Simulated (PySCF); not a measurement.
## Bonding in `COC[Si@H]1CO[SiH2]1`

Compound: C3H10O2Si2.
SMILES with atom numbers: `[CH3:1][O:2][CH2:3][Si@H:4]1[CH2:5][O:6][SiH2:7]1` (hydrogens: H8, H9, H10 on C1; H11, H12 on C3; H13 on Si4; H14, H15 on C5; H16, H17 on Si7)

Geometry (GFN2-xTB, Å), atoms numbered from 1 in this order:
```
atom  x, y, z in Å
C1     3.0999   -0.7006    0.6526
O2     1.7468   -0.5306    0.9846
C3     1.0273    0.2333    0.0373
Si4   -0.7138    0.3723    0.8079
C5    -2.0050    1.3330   -0.2778
O6    -3.0340    0.3361   -0.3615
Si7   -2.4998   -1.0520    0.3580
H8     3.6156    0.2662    0.5879
H9     3.5463   -1.2989    1.4446
H10    3.2103   -1.2215   -0.3070
H11    1.0370   -0.2664   -0.9413
H12    1.5059    1.2138   -0.0977
H13   -0.5421    1.0542    2.1017
H14   -2.4380    2.2254    0.1766
H15   -1.7004    1.5947   -1.2943
H16   -2.4189   -2.1218   -0.6424
H17   -3.4440   -1.4250    1.4104
```

Bond orders from the PBE0/pcSseg-1 density (PySCF). The structure is a single GFN2-xTB conformer in the gas phase; no vibrational or solvent corrections.

Question: How far do the computed orders between heavy atoms stray from the drawn ones?

Answer: The largest departure is 0.145, at Si4–C5 (drawn single, 0.855). Drawn single, order below 0.88: C3–Si4 (0.874), Si4–C5 (0.855) and C5–O6 (0.867).

Question: Give the Mayer order of every bond, beside its length.

Answer: 
```json
{"bond": "C1–O2", "drawn as": "single", "length (Å)": "1.404", "Mayer order": "0.928"}
{"bond": "O2–C3", "drawn as": "single", "length (Å)": "1.414", "Mayer order": "0.885"}
{"bond": "C3–Si4", "drawn as": "single", "length (Å)": "1.909", "Mayer order": "0.874"}
{"bond": "Si4–C5", "drawn as": "single", "length (Å)": "1.941", "Mayer order": "0.855"}
{"bond": "C5–O6", "drawn as": "single", "length (Å)": "1.435", "Mayer order": "0.867"}
{"bond": "O6–Si7", "drawn as": "single", "length (Å)": "1.652", "Mayer order": "0.995"}
{"bond": "Si7–Si4", "drawn as": "single", "length (Å)": "2.328", "Mayer order": "0.967"}
{"bond": "C1–H8", "drawn as": "single", "length (Å)": "1.098", "Mayer order": "0.960"}
{"bond": "C1–H9", "drawn as": "single", "length (Å)": "1.088", "Mayer order": "0.973"}
{"bond": "C1–H10", "drawn as": "single", "length (Å)": "1.097", "Mayer order": "0.960"}
{"bond": "C3–H11", "drawn as": "single", "length (Å)": "1.099", "Mayer order": "0.939"}
{"bond": "C3–H12", "drawn as": "single", "length (Å)": "1.099", "Mayer order": "0.933"}
{"bond": "Si4–H13", "drawn as": "single", "length (Å)": "1.472", "Mayer order": "0.935"}
{"bond": "C5–H14", "drawn as": "single", "length (Å)": "1.091", "Mayer order": "0.951"}
{"bond": "C5–H15", "drawn as": "single", "length (Å)": "1.093", "Mayer order": "0.945"}
{"bond": "Si7–H16", "drawn as": "single", "length (Å)": "1.467", "Mayer order": "0.891"}
{"bond": "Si7–H17", "drawn as": "single", "length (Å)": "1.462", "Mayer order": "0.895"}
```

Bonds between the same two heavy elements. C–O: lowest C5–O6 (0.867, 1.435 Å), highest C1–O2 (0.928, 1.404 Å). C–Si: all 2 within 0.02 of one another (0.855 to 0.874).

Question: Sum the orders of all bonds at each heavy atom with more than one neighbour and set the sums beside the valence in the SMILES.

Answer: C1 3.821 (drawn 4), O2 1.813 (drawn 2), C3 3.631 (drawn 4), Si4 3.631 (drawn 4), C5 3.618 (drawn 4), O6 1.862 (drawn 2), Si7 3.748 (drawn 4). Orders between atoms that aren't bonded are not in these sums.

For a closed shell the Mayer order of atoms A and B is Σ (PS)μν (PS)νμ over the basis functions μ on A and ν on B, with P the density and S the overlap matrix.
